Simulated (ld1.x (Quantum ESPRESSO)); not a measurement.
# iron, TM: configuration errors across variants

* Element: iron
* Generator: ld1.x (Quantum ESPRESSO) 7.5
* Type: norm-conserving Troullier–Martins (Kleinman–Bylander form)
* Functional: BLYP
* Relativity: scalar-relativistic
* Frozen core: [Ne] 3s2
* Valence charge: 14
* Reference configuration: 3p6 3d6 4s1 4p0 (charge +1)
* Partial waves: 3p (bound): rc 1.35 bohr; 3d (bound): rc 1.30 bohr; 4s (bound): rc 2.45 bohr
* Local potential: the s channel
* Core correction: none

All-electron excitation energies from the reference (eV): (1) 3p6 3d6 4s2 4p0 -8.729; (2) 3p6 3d6 4s0 4p0 16.383; (3) 3p6 3d5 4s0 4p0 50.609; (4) 3p6 3d4 4s0 4p0 103.670; (5) 3p5 3d6 4s2 4p0 58.745; (6) 3p6 3d6 4s1.5 4p0 -5.264; (7) 3p6 3d5 4s2 4p0 5.376.

Errors AE − PS in meV (a dash: test not solved or not reliable):

| change | (1) | (2) | (3) | (4) | (5) | (6) | (7) | bound ghosts |
| --- | --- | --- | --- | --- | --- | --- | --- | --- |
| base | -1.3 | -8.4 | -244 | -1068 | -576 | -0.2 | -286 | none |
| core correction a·sin(br)/r model core inside 0.56 bohr | -3.3 | -14 | -275 | -1175 | -595 | -0.9 | -295 | none |
| core correction a·sin(br)/r model core inside 0.72 bohr | -3.2 | -14 | -275 | -1175 | -593 | -0.8 | -295 | none |
| core correction a·sin(br)/r model core inside 0.86 bohr | -3.3 | -14 | -275 | -1174 | -591 | -0.9 | -295 | none |
| core correction a·sin(br)/r model core inside 1.14 bohr | -3.3 | -14 | -274 | -1162 | -586 | -0.9 | -292 | none |
| core correction a·sin(br)/r model core inside 1.26 bohr | -3.2 | -14 | -272 | -1153 | -583 | -0.9 | -291 | none |
| core correction a·sin(br)/r model core inside 1.36 bohr | -3.2 | -14 | -270 | -1145 | -582 | -0.8 | -290 | none |
| core correction a·sin(br)/r model core inside 1.54 bohr | -3.1 | -13 | -266 | -1127 | -579 | -0.8 | -288 | none |

Q: Give the same row for: core correction a·sin(br)/r model core inside 0.96 bohr.

A: -3.2, -14, -275, -1171, -590, -0.8, -294; bound ghosts: none.
